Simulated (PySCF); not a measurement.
# 19F chemical shifts

Computed data (PySCF): GIAO PBE0/pcSseg-1 shieldings, geometry from GFN2-xTB. No relativistic terms, gas phase, single conformer, fast rotation and ring inversion assumed for equivalent nuclei.

Shieldings were converted by a linear fit to measured shifts: 19F (scatter 6.0 ppm rms, 7.0 ppm with the 5 outliers that the fit left out vs CFCl3, solution or neat liquid, with a term for F on sp3 carbon). A few per cent of atoms miss by over 2 rms, more outside the fitted compound classes.

Give the 19F shifts of `CC[C@@H]1C[C@H](C(F)F)[C@@H]2O[C@H]12`, `C/C(C(=O)F)=C(/F)C(C)(C)C`, `CC[C@@H]1[C@H](C)C[C@]1(F)C(=O)F`, `C[C@H](N)C(F)F`, `CO[C@@H]1[C@@H]2C[C@@H](F)C[C@@]1(F)C2`, `CC#CC([SiH3])([SiH3])C(F)(F)F`.

Results:


```
                                                                            compound                     environment  δ (ppm)
  [CH3:1][CH2:2][C@@H:3]1[CH2:4][C@H:5]([CH:6]([F:7])[F:8])[C@@H:9]2[O:10][C@H:11]12     F7: fluorine of a CF2 group   -114.4
  [CH3:1][CH2:2][C@@H:3]1[CH2:4][C@H:5]([CH:6]([F:7])[F:8])[C@@H:9]2[O:10][C@H:11]12     F8: fluorine of a CF2 group   -120.4
     [CH3:1]/[C:2]([C:3](=[O:4])[F:5])=[C:6](/[F:7])[C:8]([CH3:9])([CH3:10])[CH3:11]        F5: fluorine bonded to C     22.9
     [CH3:1]/[C:2]([C:3](=[O:4])[F:5])=[C:6](/[F:7])[C:8]([CH3:9])([CH3:10])[CH3:11]            F7: vinylic fluorine    -63.2
    [CH3:1][CH2:2][C@@H:3]1[C@H:4]([CH3:5])[CH2:6][C@:7]1([F:8])[C:9](=[O:10])[F:11]       F11: fluorine bonded to C     37.5
    [CH3:1][CH2:2][C@@H:3]1[C@H:4]([CH3:5])[CH2:6][C@:7]1([F:8])[C:9](=[O:10])[F:11]   F8: fluorine on an sp3 carbon   -142.5
                                           [CH3:1][C@H:2]([NH2:3])[CH:4]([F:5])[F:6]     F5: fluorine of a CF2 group   -124.4
                                           [CH3:1][C@H:2]([NH2:3])[CH:4]([F:5])[F:6]     F6: fluorine of a CF2 group   -143.5
[CH3:1][O:2][C@@H:3]1[C@@H:4]2[CH2:5][C@@H:6]([F:7])[CH2:8][C@@:9]1([F:10])[CH2:11]2  F10: fluorine on an sp3 carbon   -135.2
[CH3:1][O:2][C@@H:3]1[C@@H:4]2[CH2:5][C@@H:6]([F:7])[CH2:8][C@@:9]1([F:10])[CH2:11]2   F7: fluorine on an sp3 carbon   -153.0
                                                       CC#CC([SiH3])([SiH3])C(F)(F)F    fluorine of a CF3 group (×3)    -57.7
```
